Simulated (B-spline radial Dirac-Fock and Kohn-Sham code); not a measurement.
## Photoelectron lines of Al⁷⁺ at 8690 eV

System: the Al⁷⁺ ion in the configuration [He] 2s2 2p2.

Calculated with a radial atomic solver, using the independent-particle Dirac-Slater model, thresholds from Dirac-Fock. The asymmetry parameter β is from the dipole term alone. Kinetic energies are from the vacuum level. Open shells are spread statistically over j, without multiplet splitting.

```
subshell  electrons  binding (eV)  kinetic (eV)   σ (kb)     β
      1s          2        1822.6        6867.4     1.64  2.00
      2s          2         309.0        8381.0    0.130  2.00
   2p1/2       0.67         282.3        8407.7  0.00219  0.28
   2p3/2       1.33         281.7        8408.3  0.00424  0.26
```

Branching ratios of the spin-orbit partners (statistical value in brackets): 2p 1.93 (2.00).

Run: 0.74 s of CPU time on 1 thread of Intel(R) Xeon(R) Platinum 8488C (shared host), peak memory 0.38 GiB.
